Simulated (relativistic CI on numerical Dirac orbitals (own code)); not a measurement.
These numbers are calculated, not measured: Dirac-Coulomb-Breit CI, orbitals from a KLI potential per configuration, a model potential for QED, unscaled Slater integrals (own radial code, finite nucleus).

The strongest absorption lines from the ground level of an ion, among the configurations computed and to levels below about 185 eV (vacuum wavelength in Å, gf): 71.887 (0.53), 75.577 (0.72), 135.89 (0.83), 141.07 (8.8), 142.46 (0.65), 142.82 (0.93), 146.28 (4.4), 146.33 (2.1).

Problem. Which ion is it?
A. Rh¹¹⁺
B. In¹⁵⁺
C. I¹⁹⁺
D. In¹⁷⁺

Solution. B. In¹⁵⁺ has 34 electrons and the ground level 4s2.4p4 3P_2; the strongest line goes to 4s2.4p3.4d 3D°_3. The pattern of lines fixes the number of electrons, and along that sequence the line energies rise steadily with the charge (about as its square where n changes within one kind of shell, about linearly where n is kept but much faster in heavy ions where fine structure, which grows about as Z⁴, sets the gap, and irregularly where shells cross), which fixes Z. Configurations outside the model, such as inner-shell arrays, can give stronger lines. At this charge energies of transitions that change n are usually good to better than 1 %, and those within a shell (Δn = 0) to a few per cent.

LS names give the leading component of a level, which can be under half, so a name can repeat, a term be missing and a line seem to break the LS rules.
